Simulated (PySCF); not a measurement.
Electron correlation in Fe⁺ (iron, charge +1)

[Ar] 3d6 4s1, high-spin 6D determinant. All numbers are calculated (PySCF 2.14, the non-relativistic Hamiltonian (point nucleus), in 6-31G* (5s4p2d1f, 34 functions)). Frozen: [Ar]; 7 electrons correlated.

MP2 pair energies summed by pair of shells (mhartree):

```csv
pair,energy,share (%)
3d-3d,-68.20,88.4
3d-4s,-8.98,11.6
```

Total MP2 correlation energy: -77.17 mhartree.

Same-spin part -45.58 and opposite-spin part -31.59 mhartree; SCS-MP2 scales them by 1/3 and 6/5 to -53.11 mhartree.
